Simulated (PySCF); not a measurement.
# How the method changes the constants of BeAs

State: ⁴Σ⁻ (quartet), unpaired electrons σ ↑, π ↑↑. Set-up: PySCF, scalar-relativistic core potentials, basis sets Be aug-cc-pVDZ, As aug-cc-pVDZ-PP with ECP10. De refers to Be + As in their high-spin ground configurations, without counterpoise correction. The functionals are run spin-unrestricted. A positive dipole means Be(−)As(+).

```
      Level  Re (Å)  ωe (cm⁻¹)  De (eV)  μ (D)
        UHF   2.189        532     0.79  -0.66
    UHF-MP2   2.186        533     0.96    n/a
UHF-SCS-MP2   2.199        519     0.81    n/a
   UHF-CCSD   2.206        498     0.64    n/a
UHF-CCSD(T)   2.209        495     0.72    n/a
        PBE   2.194        510     1.47   0.09
     PBEsol   2.184        520     1.59   0.08
       BP86   2.198        507     1.44   0.03
     r²SCAN   2.183        524     1.56  -0.12
       PBE0   2.180        527     1.39  -0.09
     B2PLYP   2.186        523     1.17  -0.33
```

(1) Which functional lies closest to UHF-CCSD(T) in De, which farthest, and by how much do they differ from it?

(2) What does a quarter of exact exchange do here, going from PBE to PBE0?

(3) What does the step from GGA to meta-GGA do here, going from PBE to r²SCAN?

Correlated steps freeze 4 core orbitals. Correlated levels converge slowly with the basis: in double zeta they bind strong bonds too weakly, by up to about 1 eV, and carry superposition errors of some tenths. Spin–orbit coupling is left out. B2PLYP dipoles, levels and charges come from its SCF part alone. The state is the lowest determinant that a PBE0 search found; another state may lie lower at other levels.

The whole job (state search and all levels along the bond) took about 5.4 min on 1 thread of Arm Neoverse N1 (shared host), peak memory 0.71 GiB.

## Answers

(1) Closest is B2PLYP (-2.3 pm in Re, +5.7 % in ωe, +0.45 eV in De against UHF-CCSD(T) in the same basis), farthest PBEsol (-2.5 pm in Re, +5.1 % in ωe, +0.87 eV in De). CCSD(T) converges more slowly with the basis than the functionals do and binds too weakly in this one, so the order can change at the basis-set limit.

(2) PBE0 less PBE: -1.4 pm in Re, +3.3 % in ωe, -0.08 eV in De. Exact exchange removes part of the self-interaction that spreads semilocal densities, and in most molecules shortens and stiffens the bond and lowers De; so it does here.

(3) r²SCAN less PBE: -1.1 pm in Re, +2.7 % in ωe, +0.09 eV in De.
